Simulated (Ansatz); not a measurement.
Born–Oppenheimer molecular dynamics of FH₃Sb (5 atoms, charge -1, multiplicity 1). It goes on from the last frame of an earlier run, with new velocities.

The calculation used Ansatz, RKS B3LYP-D4/def2-mTZVP.

| Property | Result |
| --- | --- |
| ensemble | NVE (velocity Verlet) |
| time step | 0.5 fs |
| steps asked | 250 |
| starting velocities drawn for | 1000 K |
| seed | 427308 |

First frame:

```xyz
5
Properties=species:S:1:pos:R:3
F 0.514 1.425 -1.466
Sb -0.548 0.211 -0.012
H 0.747 0.343 1.151
H 0.160 -1.005 -0.807
H -0.922 -0.941 1.437
```

Q: How far do the bonds stretch over the last three quarters of this one trajectory? (Pairs bonded in most of those frames.)

A: 
```json
{"bond": "F1–Sb2", "mean (Å)": "2.221", "spread (Å)": "0.029", "shortest": "2.19", "longest": "2.26"}
{"bond": "Sb2–H3", "mean (Å)": "1.742", "spread (Å)": "0.022", "shortest": "1.70", "longest": "1.78"}
{"bond": "Sb2–H4", "mean (Å)": "1.764", "spread (Å)": "0.114", "shortest": "1.57", "longest": "1.93"}
{"bond": "Sb2–H5", "mean (Å)": "1.954", "spread (Å)": "0.167", "shortest": "1.69", "longest": "2.21"}
```

Mean temperature of the second half: 805 K. The conserved energy stayed within 0.24 meV per atom of its start (net change -0.023 meV per atom), so the integration is sound. A run of 0.12 ps of so small a system gives no equilibrium averages. Limits of this set-up: an anion without diffuse functions, the dipole of an ion depends on the origin.

Time of the run: 8.7 min on 1 thread of Arm Neoverse V1, on a shared host, peak memory 0.12 GiB.
